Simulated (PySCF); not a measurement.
Job file and geometry (Å, from GFN2-xTB) of an NMR shielding run on SMILES O=CO[C@@H]1C[C@H]2CC[C@H]21, C7H10O2, PySCF 2.14.0, density-fitted response routines, GIAO PBE0/pcSseg-1 NMR shielding, non-relativistic, gas phase; density fitting, a coarse starting grid and PySCF grid level 2 are the driver's defaults:

```
{"job": {"kind": "nmr", "xc": "PBE0", "basis": "pcSseg-1"}, "charge": 0, "multiplicity": 1}
O      3.152925     0.939667     0.661767
C      3.075025     0.152470    -0.234800
O      2.014598    -0.542017    -0.597533
C      0.810796    -0.341330     0.143511
C     -0.174687    -1.504080    -0.043812
C     -1.208279    -0.536385    -0.636521
C     -2.103445     0.158397     0.401693
C     -1.111584     1.333609     0.479124
C     -0.193905     0.620197    -0.520507
H      3.915125    -0.115993    -0.899181
H      1.072580    -0.082014     1.173542
H      0.201110    -2.227017    -0.764009
H     -0.470995    -2.019466     0.867184
H     -1.674886    -0.829289    -1.572611
H     -3.083934     0.434457     0.020630
H     -2.230590    -0.398675     1.327611
H     -0.668528     1.514180     1.456540
H     -1.515514     2.268830     0.098763
H      0.184384     1.183710    -1.368852
```

**Question.** What does the program print?

**Answer.** 
```
coarse grid: 15976 points
cycle   1  E = -422.3992120985  dE =  1.633e+00  |g| = 8.818e-01  |ddm| = 3.996e+00
cycle   2  E = -422.0880021228  dE =  3.112e-01  |g| = 1.564e+00  |ddm| = 1.517e+00
cycle   3  E = -422.5367060417  dE = -4.487e-01  |g| = 2.751e-01  |ddm| = 1.084e+00
cycle   4  E = -422.5500510053  dE = -1.334e-02  |g| = 8.338e-02  |ddm| = 2.176e-01
cycle   5  E = -422.5511622938  dE = -1.111e-03  |g| = 1.919e-02  |ddm| = 5.007e-02
cycle   6  E = -422.5512356444  dE = -7.335e-05  |g| = 6.156e-03  |ddm| = 1.663e-02
cycle   7  E = -422.5512435931  dE = -7.949e-06  |g| = 1.272e-03  |ddm| = 5.613e-03
final grid: 154592 points
cycle   8  E = -422.6288164883  dE = -4.110e-05  |g| = 1.460e-02  |ddm| = 4.290e-02
cycle   9  E = -422.6287651390  dE =  5.135e-05  |g| = 2.202e-02  |ddm| = 2.488e-02
cycle  10  E = -422.6288585256  dE = -9.339e-05  |g| = 2.174e-03  |ddm| = 1.489e-02
cycle  11  E = -422.6288593700  dE = -8.444e-07  |g| = 5.298e-04  |ddm| = 1.544e-03
cycle  12  E = -422.6288594161  dE = -4.609e-08  |g| = 1.728e-04  |ddm| = 4.718e-04
cycle  13  E = -422.6288594218  dE = -5.760e-09  |g| = 4.604e-05  |ddm| = 1.475e-04
cycle  14  E = -422.6288594222  dE = -4.088e-10  |g| = 9.613e-06  |ddm| = 4.829e-05
converged SCF energy = -422.6288594222

GIAO shielding tensors (ppm)
atom      isotropic    diamagn.    paramagn.     s11        s22        s33       span
  0 O     -107.512     403.098    -510.610   -396.879   -224.412    298.754    695.633
  1 C       22.452     243.444    -220.993    -80.134     70.671     76.819    156.952
  2 O       89.097     400.131    -311.034    -85.719    166.451    186.560    272.279
  3 C      110.659     250.915    -140.256     74.131    112.784    145.063     70.932
  4 C      149.266     248.421     -99.155    135.267    144.572    167.958     32.690
  5 C      157.306     251.911     -94.604    143.034    152.682    176.203     33.169
  6 C      158.869     251.175     -92.306    142.825    157.529    176.252     33.428
  7 C      163.042     248.643     -85.601    148.745    164.280    176.101     27.356
  8 C      141.968     247.589    -105.621    132.962    135.948    156.993     24.030
  9 H       23.677      24.674      -0.997     19.067     23.716     28.249      9.181
 10 H       26.135      33.755      -7.620     21.979     26.579     29.847      7.868
 11 H       28.963      30.618      -1.655     25.941     27.333     33.613      7.672
 12 H       29.336      30.378      -1.042     26.566     26.877     34.564      7.997
 13 H       29.139      32.453      -3.313     24.600     28.645     34.174      9.574
 14 H       29.200      30.101      -0.902     26.045     26.626     34.928      8.883
 15 H       29.836      30.346      -0.510     27.063     27.387     35.057      7.994
 16 H       29.656      30.761      -1.105     26.568     27.525     34.875      8.307
 17 H       29.205      30.388      -1.183     25.909     26.942     34.763      8.855
 18 H       29.149      33.109      -3.960     25.682     29.330     32.434      6.752
```

Size and cost of the density-fitted run: 203 basis functions, 37 s wall time on 1 thread of an Arm Neoverse V2, shared host.
